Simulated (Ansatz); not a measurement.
Harmonic frequencies (cm⁻¹) at PBE0-D4/def2-TZVP from Ansatz: 88, 99, 99, 129, 184, 382, 544, 591, 625, 656, 742, 818, 870, 934, 961, 1028, 1066, 1304, 1403, 1458, 1466, 1804, 2288, 2305, 3074, 3144, 3193.

Each molecule was computed in one conformer, which needn't be the lowest.

Problem. Which molecule is it?
A. `[SiH3]O[SiH3]`
B. `CC(=O)O[SiH2]Cl`
C. `O=COC[SiH2]Cl`
D. `CN[SiH3]`

Solution. B.
